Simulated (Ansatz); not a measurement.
Frontier orbitals of Br2H4N2Si (`N[Si](N)(Br)Br`).

```csv
atom,x (Å),y (Å),z (Å)
N1,-1.428,-0.073,0.382
Si2,0.212,0.305,0.226
N3,0.892,-0.697,-0.953
Br4,1.026,0.119,2.290
Br5,0.704,2.370,-0.448
H6,-2.022,-0.060,-0.432
H7,-1.925,0.161,1.226
H8,0.800,-1.698,-0.869
H9,1.740,-0.426,-1.423
```

Total charge 0; spin multiplicity 1. Correlated methods include outer-core shells of Br, which these sets cover unevenly. Scalar relativity is left out up to krypton. Geometry: relaxed with PBE0-D4/def2-TZVP. It is one conformer, not always the lowest. Basis def2-TZVPP, Ansatz.

Orbital energies of one run (eV). Highest occupied ones, from the top: -6.77, -6.96, -7.28, -7.66, -7.89, -7.91, -9.59, -10.34, -11.15, -13.06, -13.17, -13.88, -19.74, -20.19. Empty: -0.32, 0.68, 0.96, 1.21, 2.20, 2.23.

(1) Which functional gave them?
A. PBE0
B. BHLYP
C. ωB97X-V
D. r2SCAN

## Answers

(1) D. HOMO energies: r2SCAN -6.77, BHLYP -8.99, ωB97X-V -10.17, PBE0 -7.80 eV.
